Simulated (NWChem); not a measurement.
System: SnCl₄; SMILES [Cl][Sn]([Cl])([Cl])[Cl]

The following NWChem deck was run.

```
start job
memory heap 200 mb stack 900 mb global 1100 mb
geometry units angstroms noautoz
  Cl    -0.784873    -1.742846    -1.351620
  Sn     0.000000     0.000000     0.000000
  Cl     0.784873     1.742846    -1.351620
  Cl     1.742846    -0.784873     1.351620
  Cl    -1.742846     0.784873     1.351620
end
basis spherical
  Cl library def2-tzvp
  Sn library def2-tzvp
end
ecp
  Sn library def2-ecp
end
dft
  xc hfexch
  iterations 150
  semidirect filesize 400000000
  mulliken
end
task dft gradient
```

Parts of the log:

```
             Northwest Computational Chemistry Package (NWChem) 7.3.0
             --------------------------------------------------------

 D2D symmetry detected

                             Geometry "geometry" -> ""
                             -------------------------

 Output coordinates in angstroms (scale by  1.889725989 to convert to a.u.)

  No.       Tag          Charge          X              Y              Z
 ---- ---------------- ---------- -------------- -------------- --------------
    1 Cl                  17.0000    -1.35158015     1.35158015    -1.35162000
    2 Sn                  50.0000     0.00000000     0.00000000     0.00000000
    3 Cl                  17.0000     1.35158015    -1.35158015    -1.35162000
    4 Cl                  17.0000    -1.35158015    -1.35158015     1.35162000
    5 Cl                  17.0000     1.35158015     1.35158015     1.35162000

 Effective nuclear repulsion energy (a.u.)    1008.5787177917

      Symmetry information
      --------------------

 Group name             D2d
 Group number             32
 Group order               8
 No. of unique centers     2

 Summary of "ao basis" -> "ao basis" (spherical)
 ------------------------------------------------------------------------------
       Tag                 Description            Shells   Functions and Types
 ---------------- ------------------------------  ------  ---------------------
 Cl                        def2-tzvp                13       37   5s5p2d1f
 Sn                        def2-tzvp                16       50   6s5p3d2f

      Symmetry analysis of basis
      --------------------------

        a1         36
        a2         14
        b1         15
        b2         35
        e          98

            General Information
            -------------------
          SCF calculation type: DFT
          Wavefunction type:  closed shell.
          No. of atoms     :     5
          No. of electrons :    90
           Alpha electrons :    45
            Beta electrons :    45
          Charge           :     0
          Spin multiplicity:     1
          Use of symmetry is: on ; symmetry adaption is: on
          Maximum number of iterations: 150
          AO basis - number of functions:   198
                     number of shells:    68
          Convergence on energy requested:  1.00D-06
          Convergence on density requested:  1.00D-05
          Convergence on gradient requested:  5.00D-04

              XC Information
              --------------
                     Hartree-Fock (Exact) Exchange  1.000

      Superposition of Atomic Density Guess
      -------------------------------------

 Sum of atomic energies:       -2087.02285811

      Non-variational initial energy
      ------------------------------

 Total energy =   -2051.797269
 1-e energy   =   -4070.824712
 2-e energy   =    1440.837968
 HOMO         =      -0.440237
 LUMO         =      -0.102011

      Symmetry analysis of molecular orbitals - initial
      -------------------------------------------------

  Numbering of irreducible representations:

     1 a1          2 a2          3 b1          4 b2          5 e

  Orbital symmetries:

     1 a1          2 e           3 e           4 b2          5 a1
     6 b2          7 e           8 e           9 a1         10 e
    11 e          12 b2         13 e          14 e          15 b2
    16 b1         17 a1         18 a2         19 e          20 e
    21 a1         22 b2         23 e          24 e          25 b2
    26 e          27 e          28 a1         29 b1         30 a1
    31 b2         32 e          33 e          34 a1         35 b2
    36 e          37 e          38 a1         39 b1         40 e
    41 e          42 b2         43 a2         44 e          45 e
    46 a1         47 e          48 e          49 b2         50 e
    51 e          52 b2         53 a1         54 b1         55 a1

------------------------------------------------------------
EAF file 0: "./job.aoints.0" size=125304832 bytes
------------------------------------------------------------
               write      read    awrite     aread      wait
               -----      ----    ------     -----      ----
     calls:      239         0         0         0         0
   data(b): 1.25e+08  0.00e+00  0.00e+00  0.00e+00
   time(s): 0.00e+00  0.00e+00  0.00e+00  0.00e+00  0.00e+00
rate(mb/s): 0.00e+00  0.00e+00
------------------------------------------------------------

     ---------------------------------------------
      Total Density - Mulliken Population Analysis
     ---------------------------------------------

    Atom       Charge   Shell Charges
 -----------   ------   -------------------------------------------------------
    1 Cl  17    17.49   2.01  0.45  1.52  1.11  0.87  4.19  1.69  1.10  2.96  1.59  0.00  0.01  0.00
    2 Sn  22    20.04   0.27 -0.74  1.49  0.97  0.67  0.25 -0.40  6.35  0.43  0.40  0.09  8.94  1.09  0.17  0.06  0.00
    3 Cl  17    17.49   2.01  0.45  1.52  1.11  0.87  4.19  1.69  1.10  2.96  1.59  0.00  0.01  0.00
    4 Cl  17    17.49   2.01  0.45  1.52  1.11  0.87  4.19  1.69  1.10  2.96  1.59  0.00  0.01  0.00
    5 Cl  17    17.49   2.01  0.45  1.52  1.11  0.87  4.19  1.69  1.10  2.96  1.59  0.00  0.01  0.00

 !! scf_movecs_sym_adapt:    3 vectors were symmetry contaminated

  Symmetry fudging

[...]

                         DFT ENERGY GRADIENTS

    atom               coordinates                        gradient
                 x          y          z           x          y          z
   1 Cl     -2.554116   2.554116  -2.554191   -0.011172   0.011172  -0.011173
   2 Sn      0.000000   0.000000   0.000000    0.000000   0.000000   0.000000
   3 Cl      2.554116  -2.554116  -2.554191    0.011172  -0.011172  -0.011173
   4 Cl     -2.554116  -2.554116   2.554191   -0.011172  -0.011172   0.011173
   5 Cl      2.554116   2.554116   2.554191    0.011172   0.011172   0.011173
```

Level: Hartree-Fock/def2-TZVP with def2 effective core potentials on Sn. All runs use the structure optimised with PBE-D3(BJ)/def2-SVP. No frequency run checked for a minimum. def2 effective core potentials on Sn; no spin-orbit coupling.
